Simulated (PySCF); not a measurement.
A side-by-side comparison of computed properties.

First species: C3H9FO3Si.
SMILES: `CO[Si](F)(OC)OC`

Second species: C₄H₈FNSi₂.
Geometry (GFN2-xTB, Å), atoms numbered from 1 in this order:
```xyz
16
C4H8FNSi2 angstrom
N      1.4642   -0.5099    2.4564
C      1.3145   -0.2729    1.3451
C      1.0961    0.0177   -0.0220
C      2.1336    0.2062   -0.8413
F      3.4099    0.1339   -0.4342
C     -0.3187    0.0987   -0.4751
Si    -1.2176    1.5353    0.4222
Si    -1.1806   -1.5994   -0.2496
H      2.0501    0.4312   -1.8951
H     -0.3089    0.3281   -1.5452
H     -2.5393    1.6643   -0.1887
H     -1.3198    1.2381    1.8465
H     -0.4345    2.7540    0.2064
H     -2.5016   -1.4972   -0.8678
H     -1.2848   -1.9135    1.1712
H     -0.3701   -2.6056   -0.9401
```

Levels: CAM-B3LYP/def2-SVPD for dipole moment, HOMO energy, LUMO energy, HOMO–LUMO gap, static isotropic polarisability and electronic spatial extent ⟨r²⟩ about the centre of nuclear charge; TDDFT CAM-B3LYP/def2-SVPD for lowest singlet excitation; TDA CAM-B3LYP/def2-SVPD for lowest triplet excitation (Tamm–Dancoff). Geometries: GFN2-xTB. Each structure is a single optimised conformer of the isolated species, non-relativistic unless stated. Electronic properties by PySCF.

Dipoles, sizes and rotational constants follow the conformer. The torsions of the flexible species, by atom-mapped SMILES:
- `[CH3:1][O:2][Si:3]([F:4])([O:5][CH3:6])[O:7][CH3:8]`: C1–O2–Si3–F4 65°, O2–Si3–O5–C6 -176°, O2–Si3–O7–C8 -54°
- `[N:1]#[C:2]/[C:3](=[CH:4]\[F:5])[CH:6]([SiH3:7])[SiH3:8]`: C2–C3–C6–Si7 63°

```json
{"property": "dipole moment", "column X": "0.49 D", "column Y": "4.62 D"}
{"property": "HOMO energy", "column X": "-10.02 eV", "column Y": "-8.87 eV"}
{"property": "LUMO energy", "column X": "1.05 eV", "column Y": "-0.51 eV"}
{"property": "HOMO–LUMO gap", "column X": "11.07 eV", "column Y": "8.36 eV"}
{"property": "lowest singlet excitation", "column X": "8.03 eV", "column Y": "5.71 eV"}
{"property": "lowest triplet excitation (Tamm–Dancoff)", "column X": "7.82 eV", "column Y": "3.43 eV"}
{"property": "static isotropic polarisability", "column X": "69.3 au", "column Y": "104.9 au"}
{"property": "electronic spatial extent ⟨r²⟩ about the centre of nuclear charge", "column X": "1227 bohr²", "column Y": "1534 bohr²"}
```

(1) Which column belongs to which species?

(2) How does each property change from the first species to the second?

Answers

(1) Column X is the first species and column Y the second. The first has 17 atoms and 74 electrons, the second 16 and 76.

(2) dipole moment +4.13 D; HOMO energy +1.15 eV; LUMO energy -1.56 eV; HOMO–LUMO gap -2.71 eV; lowest singlet excitation -2.32 eV; lowest triplet excitation (Tamm–Dancoff) -4.39 eV; static isotropic polarisability +35.6 au; electronic spatial extent ⟨r²⟩ about the centre of nuclear charge +307 bohr².

On the first: The 8 singlets span 8.03 to 8.96 eV, and their oscillator strengths add up to 0.03. A dipole of 0.49 D is allowed in C3, and pure rotational transitions are dipole-allowed.

On the second: No computed singlet falls in the visible range (750 to 380 nm, 1.65 to 3.26 eV); S1 lies 2.45 eV above its blue end. The vertical singlet–triplet gap S1 − T1 is 2.28 eV (TDDFT singlet less Tamm–Dancoff triplet; S1: HOMO→LUMO, weight 0.96; T1: HOMO→LUMO, weight 0.91).
